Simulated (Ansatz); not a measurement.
The Ge1–O2 bond of GeO is stretched (multiplicity 1).


Correlated levels freeze the cores. Filled d and f shells under p-block atoms count as core.

Programs: Ansatz (Gaussian orbitals). Each number belongs to the level named beside it.

Energies above the point at 1.632 Å (the B3LYP-D3(BJ) bond length), FIC-MRCISD+Q on CASSCF(10,8)/cc-pVTZ (kcal/mol): 22.32 at 1.469 Å; 9.66 at 1.796 Å; 152.12 at 6.530 Å.

Problem. Take the last value as the depth D of a Morse curve D(1 − e^(−a(R − R₀)))², fit a and R₀ to the two near points, and test it at 2.204 and 2.857 Å.

Solution. 
With D = 152.1, both near points (counted from the curve's value at 1.632 Å) are met by a = 1.88 Å⁻¹ and R₀ = 1.641 Å, so k = 2Da² = 1080 kcal/(mol Å²). The curve then gives 64.9 and 122.8 kcal/mol; the level itself gives 65.5 and 126.6, so Morse is off by -0.6 and -3.8.

Ansatz is an electronic-structure program.
